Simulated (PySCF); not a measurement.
NMR parameters of (NMe2)3Si-NH-SiH3

(NMe2)3Si-NH-SiH3, C6H22N4Si2, point group C1.

Geometry (Å), atoms numbered from 1 in this order:
```xyz
34

Si    0.214   -0.212   -0.046
N     0.645   -0.494    1.611
C     0.256   -1.670    2.343
C     1.240    0.532    2.425
N    -1.379    0.463   -0.198
C    -1.848    1.116   -1.394
C    -2.363    0.380    0.850
N     1.288    0.896   -0.834
C     2.460    0.462   -1.545
C     1.179    2.323   -0.691
N     0.229   -1.764   -0.830
Si   -1.129   -2.406   -1.707
H    -0.496   -1.453    3.130
H    -0.175   -2.418    1.663
H     1.124   -2.135    2.851
H     0.536    0.943    3.178
H     1.590    1.367    1.802
H     2.117    0.146    2.979
H    -2.160    2.161   -1.193
H    -2.718    0.595   -1.839
H    -1.051    1.144   -2.151
H    -2.748    1.382    1.123
H    -1.923   -0.063    1.754
H    -3.235   -0.238    0.559
H     2.520    0.935   -2.544
H     3.401    0.706   -1.012
H     2.431   -0.626   -1.704
H     1.125    2.829   -1.676
H     2.042    2.762   -0.150
H     0.267    2.584   -0.134
H     1.023   -2.382   -0.698
H    -0.761   -3.787   -2.150
H    -1.470   -1.602   -2.922
H    -2.371   -2.497   -0.875
```

GIAO calculations in PySCF 2.14 on the PBE0-D3(BJ)/def2-SVP structure: isolated species, non-relativistic, equivalent atoms averaged; basis pcSseg-1.

Problem. Give the isotropic shieldings (ppm) with KT2, PBE0.

Solution. 
```json
{"atoms": "Si1", "environment": "silicon bonded to 4 N", "KT2": "395.8", "PBE0": "385.3"}
{"atoms": "Si12", "environment": "silicon bonded to N, 3 H", "KT2": "417.9", "PBE0": "408.6"}
{"atoms": "N2/N5/N8", "environment": "nitrogen bonded to 2 C, Si", "KT2": "224.8", "PBE0": "235.5"}
{"atoms": "N11", "environment": "nitrogen bonded to 2 Si, H", "KT2": "243.1", "PBE0": "246.9"}
{"atoms": "C3/C4/C6/C7/C9/C10", "environment": "carbon bonded to N, 3 H", "KT2": "143.4", "PBE0": "146.1"}
{"atoms": "H32/H33/H34", "environment": "hydrogen on a silicon bonded to N", "KT2": "26.53", "PBE0": "26.75"}
{"atoms": "H13/H14/H15/H16/H17/H18/H19/H20/H21/H22/H23/H24/H25/H26/H27/H28/H29/H30", "environment": "hydrogen on a carbon bonded to N", "KT2": "28.56", "PBE0": "28.80"}
{"atoms": "H31", "environment": "hydrogen on a nitrogen bonded to 2 Si", "KT2": "31.14", "PBE0": "31.36"}
{"atoms": "HOMO–LUMO gap (eV)", "environment": "–", "KT2": "4.47", "PBE0": "6.70"}
```

Problem. And the chemical shifts, against references computed in the same way?

Solution. 
```
                                                                  atoms  nucleus, reference    KT2   PBE0
                                                                    Si1      $^{29}$Si, TMS  -34.7  -33.3
                                                                   Si12      $^{29}$Si, TMS  -56.9  -56.6
                                                               N2/N5/N8       $^{15}$N, NH3   39.5   30.1
                                                                    N11       $^{15}$N, NH3   21.2   18.8
                                                     C3/C4/C6/C7/C9/C10       $^{13}$C, TMS   39.8   38.3
                                                            H32/H33/H34        $^{1}$H, TMS   4.65   4.52
H13/H14/H15/H16/H17/H18/H19/H20/H21/H22/H23/H24/H25/H26/H27/H28/H29/H30        $^{1}$H, TMS   2.62   2.47
                                                                    H31        $^{1}$H, TMS   0.04  -0.09
```

Problem. Which part of the shielding of Si1 depends on the functional?

Solution. Diamagnetic: KT2 893, PBE0 889 ppm; paramagnetic: KT2 -498, PBE0 -504 ppm.

Experimental scales use liquid or dissolved standards, which lie at an offset from isolated NH3 (liquid NH3: subtract about 20 ppm).
